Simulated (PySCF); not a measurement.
The multiplicity is imposed and other spin states were not computed.

B3LYP has the VWN-RPA correlation part, as in Gaussian. 

Cartesian coordinates (Å):
```xyz
6

Au    -0.0014    -0.0568    -0.0458
O      0.4723     1.6758     1.2033
H      0.2656     1.4977     2.1427
H     -0.0790     2.4457     0.9580
C     -0.4126    -1.5793    -1.1440
N     -0.6701    -2.5123    -1.8149
```
Charge 0, multiplicity 1.

Task: What HOMO–LUMO gap, total energy and dipole moment does B3LYP-D3(BJ)/def2-TZVP // PBE-D3(BJ)/def2-SVP (PySCF 2.14.0) give?

Result: 
```
Quantity              Value
-------------  ------------
HOMO–LUMO gap       5.75 eV
total energy   -305.1606 Ha
dipole moment        9.91 D
```
